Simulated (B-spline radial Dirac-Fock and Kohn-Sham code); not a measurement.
P³⁺ in Watson spheres of different radius

Method: ΔSCF Dirac-Fock with Breit, self-energy and vacuum polarisation, finite nucleus, configuration average. Computed with a radial B-spline solver. The ion, [Ne] 3s2, sits in a hollow sphere of charge Q = -3, a simple model of the Madelung potential. Inside the sphere an electron's potential energy is raised by the constant 14.40·|Q|/R eV, so binding energies fall by about that much as long as the orbitals stay inside.

| radius (Å) | 14.40 |Q|/R (eV) | 1s (eV) | 2s (eV) | 2p1/2 (eV) | 2p3/2 (eV) | 3s (eV) |
| --- | --- | --- | --- | --- | --- | --- |
| 1.6 | 27.00 | 2170.7 | 213.4 | 154.5 | 153.6 | 22.94 |
| 2 | 21.60 | 2175.9 | 218.7 | 159.8 | 158.9 | 28.21 |

From the smallest to the largest radius 1s moves by +5.3 eV, while the constant potential alone would give +5.4 eV; the difference comes from charge outside the sphere and its screening.
